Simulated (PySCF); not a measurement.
AuH6N2, SMILES [NH3]->[Au][NH3+], charge +1, multiplicity 1. The structure is a stationary point at PBE-D3(BJ)/def2-SVP. The spin state was assumed, not searched. The def2 effective core potentials stand for the cores of Au; spin–orbit coupling is left out.

Computed equilibrium geometry at PBE-D3(BJ)/def2-SVP (PySCF confirms it by a frequency run) as a Z-matrix, and its point group:
point group D3.
```
Au
N 1 2.0720
H 2 1.0330 1 111.92
H 2 1.0330 3 106.91 1 122.89
H 2 1.0330 3 106.91 4 114.22
N 1 2.0720 3 158.70 2 180.00
H 6 1.0330 1 111.92 3 -2.20
H 6 1.0330 7 106.91 1 -122.89
H 6 1.0330 7 106.91 8 -114.22
```
Charge +1, spin multiplicity 1.
